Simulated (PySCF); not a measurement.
WO2FCl, SMILES [Cl][W](=[O])([F])=[O], multiplicity 1. Heavy atoms are numbered as in [W:1](=[O:2])(=[O:3])([F:4])[Cl:5].

Coordinates come from a B3LYP-D3(BJ)/def2-SVP optimisation. The spin state was assumed, not searched. The structure was generated by enumeration; whether it is a known compound was not checked. The def2 effective core potentials stand for the cores of W; spin–orbit coupling is left out.

Method: PBE/def2-TZVP in PySCF.

ESP charges are fitted to the potential on shells at 1.4 to 2.0 van der Waals radii. Atomic charges (e), one atom of each kind:

```
atom  ESP fit  Mulliken
----  -------  --------
W1       1.01      1.35
O2      -0.34     -0.39
F4      -0.20     -0.32
Cl5     -0.12     -0.25
```
